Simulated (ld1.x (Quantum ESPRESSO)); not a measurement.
**Logarithmic derivatives: Ag (Z = 47), RRKJ**

```json
{
 "Element": "Ag",
 "Generator": "ld1.x (Quantum ESPRESSO) 7.5",
 "Type": "norm-conserving RRKJ (Kleinman–Bylander form)",
 "Functional": "LDA (PZ)",
 "Relativity": "fully relativistic",
 "Frozen core": "[Ar] 3d10 4s2",
 "Valence charge": "17",
 "Reference configuration": "4p6 4d10 5s1 5p0",
 "Partial waves": "4p (bound): rc 1.40 bohr; 4d (bound): rc 1.30 bohr; 5s (bound): rc 1.90 bohr",
 "Local potential": "the s channel",
 "Core correction": "Bessel-smoothed model core inside 1.10 bohr",
 "rho0": "0.02"
}
```

Open shells are filled in proportion to 2j + 1 (rel_dist='average').

The phase is arctan(r·u′/u) with u = r·R(r), unwrapped; energies in Ry, scanned from -6 to 5 Ry. A pole is an energy at which the radial function vanishes at the test radius. The pseudo phase is shifted by a multiple of π to meet the all-electron one at the reference energy, and phase errors are pseudo minus all-electron; the curves can meet again beyond the range given. Levels narrower than the energy grid can be missing from the lists of poles.

Question: For each channel, where are the poles, and over which energies does the pseudopotential scatter like the atom?

Answer:

```tsv
channel	radius (bohr)	reference energy (Ry)	poles, all-electron	poles, pseudo	unbroken range about the reference energy with phases within 0.05 rad	phase error 1 Ry above the reference energy (rad)
s	2.05	-0.35	none	3.15	below 0.6	-0.058
p1/2	2.05	-4.57	-4.40	-4.40	-4.7 to -1.7	+0.016
p3/2	2.05	-4.19	-3.99	-3.98	-4.3 to -1.4	+0.017
d3/2	2.05	-0.59	0.13	0.19	below 1.3	+0.023
d5/2	2.05	-0.55	0.20	0.26	below 1.4	+0.023
```

Phases in the p3/2 channel:

| E (Ry) | all-electron | pseudo |
| --- | --- | --- |
| -6.00 | 1.326 | 1.335 |
| -5.48 | 1.293 | 1.305 |
| -4.96 | 1.216 | 1.234 |
| -4.44 | 0.522 | 0.581 |
| -3.92 | -1.607 | -1.600 |
| -3.40 | -1.727 | -1.713 |
| -2.88 | -1.777 | -1.757 |
| -2.36 | -1.815 | -1.786 |
| -1.84 | -1.851 | -1.813 |
| -1.32 | -1.893 | -1.839 |
| -0.80 | -1.945 | -1.869 |
| -0.28 | -2.018 | -1.904 |
| 0.24 | -2.126 | -1.948 |
| 0.76 | -2.306 | -2.004 |
| 1.28 | -2.636 | -2.081 |
| 1.80 | -3.205 | -2.193 |
| 2.32 | -3.796 | -2.363 |
| 2.84 | -4.151 | -2.638 |
| 3.36 | -4.343 | -3.055 |
| 3.88 | -4.456 | -3.535 |
| 4.40 | -4.531 | -3.908 |
| 4.92 | -4.584 | -4.144 |
